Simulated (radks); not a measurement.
Q: Species: Xe15+. Configuration: [Ar] 3d10 4p6 4d3 5s2 (not the ground configuration). Calculated with a radial shooting solver on a logarithmic mesh with Libxc functionals: Dirac Kohn-Sham, BP86, spin-unpolarised, spherical densities, finite nucleus; open shells fill j = l - 1/2 first; Fermi nuclear charge, rms radius 4.7859 fm. Some entries of the table are withheld. Estimate them.

orbital  occ.  eigenvalue (eV)  <r> (bohr)
1s1/2       2        -34738.23     0.02665
2s1/2       2        -5729.107      0.1141
2p1/2       2        -5407.097     0.09614
2p3/2       4        -5082.029      0.1019
3s1/2       2        -1462.671      0.3044
3p1/2       2        -1329.118      0.2943
3p3/2       4        -1266.540      0.3056
3d3/2       4        -1032.686      0.2758
3d5/2       6        -1019.355      0.2794
4s1/2       0        -527.1082      0.6702
4p1/2       2        -476.9070         (1)
4p3/2       4        -461.6000         (2)
4d3/2       3              (3)      0.7300
4d5/2       0              (4)      0.7360
5s1/2       2        -258.3525         (5)
5p1/2       0        -237.8942       1.304
5p3/2       0        -232.6332       1.332

A: 
(1) 4p1/2 <r> (bohr): 0.6838
(2) 4p3/2 <r> (bohr): 0.7036
(3) 4d3/2 eigenvalue (eV): -378.1137
(4) 4d5/2 eigenvalue (eV): -375.1512
(5) 5s1/2 <r> (bohr): 1.258
